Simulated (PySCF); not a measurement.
Simulation results for CH4AlBO, C2H9BSi, CH8BNSi, CH6BOSi

Calculation on a computer-drawn molecule: the log of a Hartree-Fock and frozen-core CCSD(T) single point meant for a local Hartree-Fock minimum, with one planted fault or none, to be diagnosed. Offsets are logged minus clean, where the clean run is the same molecule without the fault. The reference is restricted for singlets and unrestricted otherwise, and also for a bond in bohr or an excited solution. Adding or removing an electron swaps singlet and doublet. The excited solution moves the top pair (singlet) or top alpha electron (doublet) to the lowest empty orbital. Highest occupied and lowest empty are orbital energies over both spins, largest force is the largest gradient component, triples share is (T) over the correlation energy, the T1 limit is 0.02 restricted and 0.045 unrestricted, electrons count all cores, a negative frequency is imaginary (commonest isotopes), and the dipole is about the centre of nuclear charge. Program: PySCF 2.14.0.

Common to all runs: meant charge 0; meant basis cc-pV(D+d)Z; logged SCF converged yes; logged SCF stable within its kind yes; possible faults no fault, one electron removed, one electron added, multiplicity raised by two, geometry at a saddle point, SCF held on an excited solution, minimal basis STO-3G, one bond length entered in bohr, all coordinates scaled.

(1) 
```xyz
8
formula=CH4AlBO meant_multiplicity=1 logged_electrons=35 logged_basis_functions=85 logged_spin_squared=0.7526 logged_highest_occupied=-15.471 logged_lowest_empty=-7.4801 logged_largest_force=0.088578 logged_T1_diagnostic=0.019821 logged_D1_diagnostic=0.064554 logged_triples_share=0.028038 logged_CC_converged=yes logged_dipole_magnitude=9.4509 logged_energy_HF=-381.47484 logged_energy_CCSD(T)=-381.94978 planted_fault=one_electron_removed HF_energy_offset_from_clean_run=187 CCSD(T)_energy_offset_from_clean_run=208.8
C     -0.6301    -0.8547     0.4024
B      0.0729    -0.1772    -0.8410
O      0.3692     1.1402    -0.8771
Al     0.7970     2.7806    -1.0566
H      0.0042    -1.6576     0.7969
H     -0.8550    -0.1572     1.2129
H     -1.5618    -1.3396     0.0875
H      0.3615    -0.8570    -1.8016
```

Units: logged_highest_occupied, logged_lowest_empty in eV; logged_largest_force in hartree/bohr; logged_dipole_magnitude in debye; logged_energy_HF, logged_energy_CCSD(T) in hartree; HF_energy_offset_from_clean_run, CCSD(T)_energy_offset_from_clean_run in kcal/mol.

Drawn bonds:
```csv
atom,other atom,order
1,2,1
2,3,1
3,4,1
1,5,1
1,6,1
1,7,1
2,8,1
```

(2) 
```xyz
13
formula=C2H9BSi meant_multiplicity=1 logged_electrons=39 logged_basis_functions=110 logged_spin_squared=0.758 logged_highest_occupied=-17.229 logged_lowest_empty=-7.7768 logged_largest_force=0.10135 logged_T1_diagnostic=0.016607 logged_D1_diagnostic=0.081832 logged_triples_share=0.028521 logged_CC_converged=yes logged_dipole_magnitude=1.8334 logged_energy_HF=-394.25411 logged_energy_CCSD(T)=-394.79422 planted_fault=one_electron_removed HF_energy_offset_from_clean_run=210.1 CCSD(T)_energy_offset_from_clean_run=223.4
C     -0.5469    -0.8331    -0.8216
B      0.4906     0.1394    -0.1411
Si     0.7263     2.0956    -0.6996
C      2.3994     2.8414    -0.2407
H     -1.0084    -1.5290    -0.1154
H      0.0468    -1.4537    -1.5123
H     -1.3239    -0.3489    -1.4166
H      1.1818    -0.3142     0.7380
H      0.5078     2.2454    -2.1661
H     -0.3557     2.8720    -0.0256
H      2.5687     2.7782     0.8378
H      2.4564     3.8933    -0.5323
H      3.2147     2.3092    -0.7392
```

Units: logged_highest_occupied, logged_lowest_empty in eV; logged_largest_force in hartree/bohr; logged_dipole_magnitude in debye; logged_energy_HF, logged_energy_CCSD(T) in hartree; HF_energy_offset_from_clean_run, CCSD(T)_energy_offset_from_clean_run in kcal/mol.

Drawn bonds:
```csv
atom,other atom,order
1,2,1
2,3,1
3,4,1
1,5,1
1,6,1
1,7,1
2,8,1
3,9,1
3,10,1
4,11,1
4,12,1
4,13,1
```

(3) 
```xyz
13
formula=C2H9BSi meant_multiplicity=1 logged_electrons=40 logged_basis_functions=110 logged_spin_squared=0 logged_highest_occupied=-10.46 logged_lowest_empty=2.0167 logged_largest_force=1.919e-05 logged_lowest_frequency=29.069 logged_T1_diagnostic=0.010079 logged_D1_diagnostic=0.029723 logged_triples_share=0.026338 logged_CC_converged=yes logged_dipole_magnitude=0.69837 logged_energy_HF=-394.58891 logged_energy_CCSD(T)=-395.15027 planted_fault=no_fault HF_energy_offset_from_clean_run=0 CCSD(T)_energy_offset_from_clean_run=0
C     -0.5469    -0.8331    -0.8216
B      0.4906     0.1394    -0.1411
Si     0.7263     2.0956    -0.6996
C      2.3994     2.8414    -0.2407
H     -1.0084    -1.5290    -0.1154
H      0.0468    -1.4537    -1.5123
H     -1.3239    -0.3489    -1.4166
H      1.1818    -0.3142     0.7380
H      0.5078     2.2454    -2.1661
H     -0.3557     2.8720    -0.0256
H      2.5687     2.7782     0.8378
H      2.4564     3.8933    -0.5323
H      3.2147     2.3092    -0.7392
```

Units: logged_highest_occupied, logged_lowest_empty in eV; logged_largest_force in hartree/bohr; logged_lowest_frequency in cm⁻¹; logged_dipole_magnitude in debye; logged_energy_HF, logged_energy_CCSD(T) in hartree; HF_energy_offset_from_clean_run, CCSD(T)_energy_offset_from_clean_run in kcal/mol.

Drawn bonds:
```csv
atom,other atom,order
1,2,1
2,3,1
3,4,1
1,5,1
1,6,1
1,7,1
2,8,1
3,9,1
3,10,1
4,11,1
4,12,1
4,13,1
```

(4) 
```xyz
13
formula=C2H9BSi meant_multiplicity=1 logged_electrons=41 logged_basis_functions=110 logged_spin_squared=0.7612 logged_highest_occupied=-0.079207 logged_lowest_empty=8.7283 logged_largest_force=0.050847 logged_T1_diagnostic=0.010013 logged_D1_diagnostic=0.027692 logged_triples_share=0.027268 logged_CC_converged=yes logged_dipole_magnitude=3.2927 logged_energy_HF=-394.55126 logged_energy_CCSD(T)=-395.13321 planted_fault=one_electron_added HF_energy_offset_from_clean_run=23.63 CCSD(T)_energy_offset_from_clean_run=10.71
C     -0.5469    -0.8331    -0.8216
B      0.4906     0.1394    -0.1411
Si     0.7263     2.0956    -0.6996
C      2.3994     2.8414    -0.2407
H     -1.0084    -1.5290    -0.1154
H      0.0468    -1.4537    -1.5123
H     -1.3239    -0.3489    -1.4166
H      1.1818    -0.3142     0.7380
H      0.5078     2.2454    -2.1661
H     -0.3557     2.8720    -0.0256
H      2.5687     2.7782     0.8378
H      2.4564     3.8933    -0.5323
H      3.2147     2.3092    -0.7392
```

Units: logged_highest_occupied, logged_lowest_empty in eV; logged_largest_force in hartree/bohr; logged_dipole_magnitude in debye; logged_energy_HF, logged_energy_CCSD(T) in hartree; HF_energy_offset_from_clean_run, CCSD(T)_energy_offset_from_clean_run in kcal/mol.

Drawn bonds:
```csv
atom,other atom,order
1,2,1
2,3,1
3,4,1
1,5,1
1,6,1
1,7,1
2,8,1
3,9,1
3,10,1
4,11,1
4,12,1
4,13,1
```

(5) 
```xyz
12
formula=CH8BNSi meant_multiplicity=1 logged_electrons=39 logged_basis_functions=105 logged_spin_squared=0.7673 logged_highest_occupied=-15.716 logged_lowest_empty=-7.8951 logged_largest_force=0.10073 logged_dipole_magnitude=1.5473 logged_energy_HF=-410.27165 planted_fault=one_electron_removed HF_energy_offset_from_clean_run=210.2
C     -2.0817    -2.1622    -0.2749
B     -0.9299    -1.1513     0.0942
Si    -1.2195     0.8532     0.3369
N     -0.0754     1.5017     1.4665
H     -1.7526    -2.9628    -0.9432
H     -2.9939    -1.7100    -0.6697
H     -2.3519    -2.6525     0.6743
H      0.1785    -1.6043     0.2475
H     -2.5750     1.1696     0.8568
H     -1.1582     1.4645    -1.0285
H     -0.1395     2.4718     1.7161
H      0.8898     1.2498     1.3545
```

Units: logged_highest_occupied, logged_lowest_empty in eV; logged_largest_force in hartree/bohr; logged_dipole_magnitude in debye; logged_energy_HF in hartree; HF_energy_offset_from_clean_run in kcal/mol.

Drawn bonds:
```csv
atom,other atom,order
1,2,1
2,3,1
3,4,1
1,5,1
1,6,1
1,7,1
2,8,1
3,9,1
3,10,1
4,11,1
4,12,1
```

Notes: coupled-cluster numbers left out as unreliable.

(6) 
```xyz
10
formula=CH6BOSi meant_multiplicity=2 logged_electrons=38 logged_basis_functions=95 logged_spin_squared=0 logged_highest_occupied=-17.523 logged_lowest_empty=-6.0405 logged_largest_force=0.07007 logged_T1_diagnostic=0.017806 logged_D1_diagnostic=0.068321 logged_triples_share=0.026777 logged_CC_converged=yes logged_dipole_magnitude=0.57847 logged_energy_HF=-429.59482 logged_energy_CCSD(T)=-430.14809 planted_fault=one_electron_removed HF_energy_offset_from_clean_run=156 CCSD(T)_energy_offset_from_clean_run=164.3
C      0.0985    -1.1520    -2.1147
B      0.5671    -1.8425    -0.7645
Si     1.4319    -3.5624    -0.6986
O      1.9424    -4.3340     0.6610
H     -0.9785    -0.9525    -2.0732
H      0.2994    -1.7252    -3.0230
H      0.5852    -0.1752    -2.2180
H      0.3842    -1.2822     0.2871
H      1.7717    -4.4505    -1.8213
H      1.8066    -3.9086     1.4954
```

Units: logged_highest_occupied, logged_lowest_empty in eV; logged_largest_force in hartree/bohr; logged_dipole_magnitude in debye; logged_energy_HF, logged_energy_CCSD(T) in hartree; HF_energy_offset_from_clean_run, CCSD(T)_energy_offset_from_clean_run in kcal/mol.

Drawn bonds:
```csv
atom,other atom,order
1,2,1
2,3,1
3,4,1
1,5,1
1,6,1
1,7,1
2,8,1
3,9,1
4,10,1
```
